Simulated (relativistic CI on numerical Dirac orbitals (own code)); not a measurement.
Magnetism of Tm3+, 4f12, in a crystal field

Calculated by Dirac-Coulomb-Breit CI, separate exchange-only KLI orbitals for each configuration, model QED (radiative potential, 1s self-energy scaled to tabulated hydrogen-like ionisation energies), valence Slater integrals scaled by 0.7, one configuration in a parametric crystal field (own radial code).

Field parameters in Wybourne normalisation. The field is a parameter set, without covalency.

S is read from ⟨S²⟩ = S(S + 1).

Powder χT (cm³ K mol⁻¹) by Van Vleck's formula, with temperature-independent terms:

```csv
Field,2 K,5 K,10 K,20 K,50 K,100 K,200 K,300 K
"C2v, B20 = -450, B22 = -310, B40 = -230, B42 = -100, B44 = -550, B60 = 50, B62 = -170, B64 = -500, B66 = -530 cm⁻¹",0.482,1.21,2.37,4.04,5.84,6.58,6.92,7.02
"D3d, B20 = -70, B40 = -1140, B43 = 20, B60 = 650, B63 = 330, B66 = -120 cm⁻¹",2.73,4.69,5.4,5.69,6.03,6.47,6.89,7.01
"D3h, B20 = 910, B40 = -260, B60 = -80, B66 = 420 cm⁻¹",0.923,2.29,4.1,5.56,6.46,6.77,6.98,7.05
"D3h, B20 = 1120, B40 = -220, B60 = -320, B66 = 80 cm⁻¹",0.497,1.24,2.47,4.32,6.03,6.64,6.95,7.04
"D4h, B20 = -1360, B40 = 1550, B44 = -1480, B60 = -180, B64 = 170 cm⁻¹",3.95,4.07,4.26,4.65,5.55,6.29,6.74,6.89
"D4h, B20 = -1340, B40 = 1760, B44 = -1200, B60 = -100, B64 = 360 cm⁻¹",4.04,4.16,4.36,4.75,5.61,6.29,6.73,6.89
```

Task: For D4h, B20 = -1340, B40 = 1760, B44 = -1200, B60 = -100, B64 = 360 cm⁻¹: what effective moment follows at 300 K?

Result: μ_eff = √(8χT) = 7.42 μB. The LS value g√(J(J + 1)) of the free ion's 3H_6 level is 7.56 μB.
